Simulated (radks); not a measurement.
Question: The magnesium ion Mg8+ is in [He] 2s2. Calculated with a radial shooting solver on a logarithmic mesh with Libxc functionals: Dirac Kohn-Sham, BLYP, spin-unpolarised, spherical densities, finite nucleus; Fermi nuclear charge, rms radius of each element as measured or else 0.836 A^(1/3) + 0.57 fm. Sub-shells are occupied by j as written (lower j first in brackets). One electron is removed from 1s1/2, 2s1/2 in turn, with full relaxation. Which removal costs least, and what does each cost?

Answer: 2s1/2 328.74 eV; 1s1/2 1658.4 eV. The 2s1/2 electron leaves first.
